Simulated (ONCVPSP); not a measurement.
## Plane-wave convergence, ONCV potential for Ru (Z = 44)

* Element: Ru (Z = 44)
* Generator: ONCVPSP 4.0.1
* Type: optimised norm-conserving Vanderbilt (ONCV)
* Functional: LDA (Perdew-Wang 92)
* Relativity: scalar-relativistic
* Frozen core: [Ar] 3d10
* Valence charge: 16
* Reference configuration: 4s2 4p6 4d6.5 (charge +1.5)
* Partial waves: 4s: rc 1.10 bohr, ncon 4, nbas 9, qcut 6.2 1/bohr, 2 projectors, debl 3.2 Ha; 4p: rc 1.30 bohr, ncon 5, nbas 9, qcut 6.8 1/bohr, 2 projectors, debl 1.1 Ha; 4d: rc 1.85 bohr, ncon 5, nbas 10, qcut 6.7 1/bohr, 3 projectors, debl 1.7 Ha
* Local potential: polynomial inside 0.85 bohr (lpopt 4, dvloc0 1 Ha)
* Core correction: none

In the s channel the program set the typed energies aside and used -3.307, 0.250 Ha. In the p channel the program set the typed energies aside and used -2.207, 0.250 Ha.

Task: For each optimised wave give the share of its norm inside rc, the residual kinetic energy above qcut (Ha) and the cutoffs (Ha) for errors of 10, 1, 0.1 and 0.01 mHa per electron.

Result:

```tsv
wave	norm inside rc	residual KE	10 mHa	1 mHa	0.1 mHa	0.01 mHa
4s	0.636	1.8e-02	24.6	168.9	202.1	268.7
s projector 2	0.028	3.4e-03	15.6	25.4	80.7	228.1
4p	0.711	4.8e-03	17.0	82.6	146.9	164.4
p projector 2	0.031	6.6e-04	8.7	20.5	46.9	120.0
4d	0.714	2.2e-04	16.1	20.0	31.0	100.4
d projector 2	0.081	2.4e-04	15.5	20.0	24.4	58.9
d projector 3	0.145	1.5e-03	18.7	23.1	34.7	78.4
```

The occupied waves need 169 Ha and 202 Ha for 1 and 0.1 mHa.
